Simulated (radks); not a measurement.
Values are calculated unless marked as measured or tabulated.
Initial-state core-level shifts of neutral molybdenum when its valence configuration changes from [Kr] 4d5 5s1. Level of theory: scalar-relativistic Kohn-Sham, LDA (Slater exchange, Perdew-Wang correlation), spin-unpolarised, spherical densities, point nucleus (a radial shooting solver on a logarithmic mesh with Libxc functionals). Shifts are changes of the shell-averaged eigenvalues in eV (positive: less bound).

| valence | 2s | 3s | 4s | 4p |
|---|---|---|---|---|
| 4d6 | +2.232 | +2.207 | +2.099 | +2.004 |
| 4d5 5p1 | -1.300 | -1.320 | -1.353 | -1.362 |
| 4d4 5s2 | -2.969 | -2.912 | -2.694 | -2.560 |
| 4d4.5 5s1 5p0.5 | -2.082 | -2.067 | -1.986 | -1.926 |
| 4d2 5s2 5p2 | -13.462 | -13.146 | -11.950 | -11.398 |
| 4d4.5 5p1.5 | -3.333 | -3.336 | -3.274 | -3.216 |
| 4d3 5s1 5p2 | -9.221 | -9.078 | -8.465 | -8.135 |
| 4d4 5s1 5p1 | -4.319 | -4.276 | -4.068 | -3.933 |
| 4d4.5 5s1.5 | -1.395 | -1.371 | -1.279 | -1.217 |
